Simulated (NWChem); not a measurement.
System: CdNH3; SMILES [NH2][CdH]

Results from NWChem. def2 effective core potentials on Cd; no spin-orbit coupling. Each level has its own optimisation; frequencies are unscaled.

For level CAM-B3LYP/def2-SVP (core potentials):

```
Item                               Value
---------------------------------  -----
highest harmonic frequency (cm⁻¹)   3659
lowest (cm⁻¹)                        328
```

Problem. Estimate the same quantities for level LDA (Slater exchange, VWN5)/def2-SVP (core potentials).

Solution. 
- highest harmonic frequency (cm⁻¹) = 3566
- lowest (cm⁻¹) = 360
